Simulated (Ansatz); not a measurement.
Molecule: GaF2, charge 0, multiplicity 2. It need not be the lowest isomer of its formula. SMILES: [F][Ga][F]
Geometry: optimised at B3LYP-D3(BJ)/def2-TZVP (Ansatz, a first-principles code).

Computed values are from Ansatz. Cores are frozen in the correlated levels unless marked. UHF or UKS for open shells. No spin-orbit coupling. The frozen core is the preceding noble-gas configuration, with the filled d and f shells of earlier blocks. No relativistic terms. CBS marks a two-point X^-3 extrapolation of the correlation energy; Hartree-Fock from the larger set. The bracket is a focal-point correction in the basis named.

- atomisation energy De: 221.1 kcal/mol at CCSD(T)/CBS(cc-pVTZ,cc-pVQZ)
- vertical ionisation energy (to the singlet): 10.14 eV at RI-MP2/CBS(aug-cc-pVTZ,aug-cc-pVQZ)+[CCSD(T)-MP2]/aug-cc-pVTZ
- total energy: -2122.9992 Eh at CCSD(T)/CBS(cc-pVTZ,cc-pVQZ)
- dipole moment: 2.63 D at CCSD(T)/aug-cc-pVDZ
- T1 diagnostic: 0.017 at CCSD/cc-pVQZ
